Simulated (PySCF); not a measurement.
A PySCF script (with the pyscf-properties extension) for the NMR shieldings of `[SiH2](CCC)CC#CB(F)F`, C$_{6}$H$_{11}$BF$_{2}$Si, on a GFN2-xTB geometry:

```python
import basis_set_exchange as bse
import numpy as np
from pyscf import gto, dft
from pyscf.prop import nmr

atoms = """
C    -2.906809    1.460968    0.283177
C    -2.289282    0.223556   -0.357714
C    -0.947932   -0.131290    0.279772
Si   -0.098816   -1.629212   -0.516910
C     1.587448   -1.897181    0.374692
C     2.377423   -0.710247    0.312685
C     3.005540    0.321655    0.242317
B     3.795550    1.594609    0.168388
F     4.696932    1.832513   -0.770743
F     3.644755    2.584999    1.034316
H    -3.064793    1.299983    1.347499
H    -2.249660    2.319294    0.161726
H    -3.865133    1.694838   -0.174725
H    -2.975667   -0.619552   -0.255106
H    -2.148002    0.401585   -1.425512
H    -1.104417   -0.311307    1.346186
H    -0.285151    0.735153    0.212010
H     0.154268   -1.407765   -1.943932
H    -0.871998   -2.864790   -0.328784
H     1.414300   -2.161322    1.418660
H     2.122525   -2.719544   -0.099068
"""
names = dict.fromkeys(["C", "Si", "B", "F", "H"], "pcSseg-1")
basis = {el: gto.basis.parse(bse.get_basis(n, elements=[el], fmt="nwchem")) for el, n in names.items()}
mol = gto.M(atom=atoms, basis=basis, charge=0, verbose=0)
mf = dft.RKS(mol, xc="PBE0")
mf.grids.level = 2
mf.grids.alignment = dft.numint.BLKSIZE   # the property module wants whole blocks of grid points
mf.conv_tol = 1e-9
mf.kernel()

calc = nmr.RKS(mf)   # GIAO
C = mf.mo_coeff
Co = C[:, mf.mo_occ > 0]
resp = mf.gen_response(singlet=True, hermi=2)
def vind(x):   # induced exchange potential for any number of trial vectors
    d = np.einsum("pi,xij,qj->xpq", C, 2 * x.reshape(-1, C.shape[1], Co.shape[1]), Co, optimize=True)
    return np.einsum("xpq,pi,qj->xij", resp(d - d.transpose(0, 2, 1)), C, Co, optimize=True).ravel()
mo1, _ = nmr.rhf.solve_mo1(calc, with_cphf=vind)
sigma = calc.kernel(mo1)
for i, s in enumerate(sigma):   # ppm
    w = np.linalg.eigvalsh((s + s.T) / 2)
    print("%2d %-2s iso %8.1f  s11 %8.1f  s22 %8.1f  s33 %8.1f" % (i, mol.atom_pure_symbol(i), w.mean(), *w))
```

Task: Give the expected output.

Result: 
```
 0 C  iso    166.0  s11    151.3  s22    158.8  s33    187.7
 1 C  iso    164.9  s11    158.0  s22    163.5  s33    173.4
 2 C  iso    171.0  s11    155.2  s22    165.7  s33    192.1
 3 Si iso    385.9  s11    354.1  s22    376.4  s33    427.1
 4 C  iso    182.1  s11    170.1  s22    177.9  s33    198.4
 5 C  iso     70.0  s11    -40.5  s22     -5.5  s33    255.9
 6 C  iso    106.6  s11     20.9  s22     36.0  s33    262.9
 7 B  iso     84.6  s11     72.3  s22     87.0  s33     94.6
 8 F  iso    247.0  s11     69.9  s22    304.2  s33    366.9
 9 F  iso    246.3  s11     69.0  s22    303.3  s33    366.6
10 H  iso     30.7  s11     26.8  s22     28.9  s33     36.4
11 H  iso     30.6  s11     26.6  s22     29.3  s33     36.1
12 H  iso     30.3  s11     25.5  s22     27.4  s33     38.1
13 H  iso     30.4  s11     24.7  s22     30.3  s33     36.1
14 H  iso     30.4  s11     24.9  s22     30.5  s33     35.8
15 H  iso     31.0  s11     26.3  s22     31.1  s33     35.7
16 H  iso     30.5  s11     24.7  s22     30.7  s33     36.1
17 H  iso     27.5  s11     24.2  s22     26.2  s33     32.3
18 H  iso     27.5  s11     23.9  s22     25.9  s33     32.7
19 H  iso     29.9  s11     25.6  s22     27.8  s33     36.2
20 H  iso     29.8  s11     24.2  s22     28.0  s33     37.2
```

These numbers come from an equivalent density-fitted implementation of the same equations, which agrees with the script to about 0.01 ppm for H and up to a few tenths of a ppm for heavy atoms, so last digits may differ.

Size and cost of the density-fitted run: 232 basis functions, 110 s wall time on 1 thread of an Arm Neoverse N1, shared host; peak memory 1.1 GiB.
